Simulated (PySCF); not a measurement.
A structure optimised at B3LYP-D3(BJ)/def2-SVP, used in a PySCF frequency run:

```
In
F 1 1.9846
N 1 2.0324 2 107.20
H 3 1.0175 1 119.19 2 155.34
H 3 1.0184 4 109.60 1 137.20
C 1 2.1539 2 115.94 3 -173.63
H 6 1.0980 1 110.80 2 179.86
H 6 1.0987 7 109.99 1 -119.96
H 6 1.0991 7 109.93 8 -120.36
```

Question: Write its SMILES and formula.

Answer: [CH3][In]([NH2])[F], CH5FInN

Question: What are its rotational constants (standard atomic weights)?

Answer: 5.2603, 3.8932, 2.2765 GHz
